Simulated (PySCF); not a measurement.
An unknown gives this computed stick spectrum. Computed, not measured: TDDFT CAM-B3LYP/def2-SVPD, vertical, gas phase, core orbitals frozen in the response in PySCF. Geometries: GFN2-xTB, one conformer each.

```json
{"state": "S1", "E (eV)": "6.69", "f": "0.326"}
{"state": "S2", "E (eV)": "6.92", "f": "0.0085"}
{"state": "S3", "E (eV)": "7.14", "f": "0.161"}
{"state": "S4", "E (eV)": "7.43", "f": "0.120"}
{"state": "S5", "E (eV)": "7.61", "f": "0.025"}
{"state": "S6", "E (eV)": "7.80", "f": "0.025"}
{"state": "S7", "E (eV)": "8.09", "f": "0.0076"}
{"state": "S8", "E (eV)": "8.19", "f": "0.0038"}
```

Triplets computed (Tamm–Dancoff): 4.32, 6.30, 6.37 eV.

Orbital energies (eV): HOMO-3 -11.27, HOMO-2 -9.94, HOMO-1 -9.78, HOMO -8.81, LUMO 0.75, LUMO+1 1.52, LUMO+2 1.63.

Problem. Which candidate is it?
A. `O(C1CC1)COC`
B. `C[C@H]1CC=C(Cl)O1`
C. `CC/C=C/CCl`

Solution. C. Its S1 lies at 6.69 eV; the nearest of the others has S1 at 6.06 eV. S1 is HOMO→LUMO (75%), HOMO-2→LUMO (13%). Löwdin shares by element: HOMO carbon 70% or more, chlorine 13% (atoms not listed hold the other 17%); LUMO carbon 52% or more, chlorine 23% (atoms not listed hold the other 24%). At the same level the other candidates give, for their lowest levels:
- `C[C@H]1CC=C(Cl)O1`: 6.06 eV (f 0.010); 6.27 eV (f 0.005); 6.31 eV (f 0.188); 6.95 eV (f 0.006); 7.22 eV (f 0.017); T1 4.00 eV; HOMO -7.70, LUMO 1.24 eV
- `COCOC1CC1`: 7.60 eV (f 0.010); 7.77 eV (f 0.006); 7.94 eV (f 0.010); 8.15 eV (f 0.018); 8.24 eV (f 0.024); T1 7.47 eV; HOMO -8.97, LUMO 1.44 eV

The values belong to the conformer `[CH3:1][CH2:2]/[CH:3]=[CH:4]/[CH2:5][Cl:6]`: C1–C2–C3–C4 -121°, C3–C4–C5–Cl6 -112°.
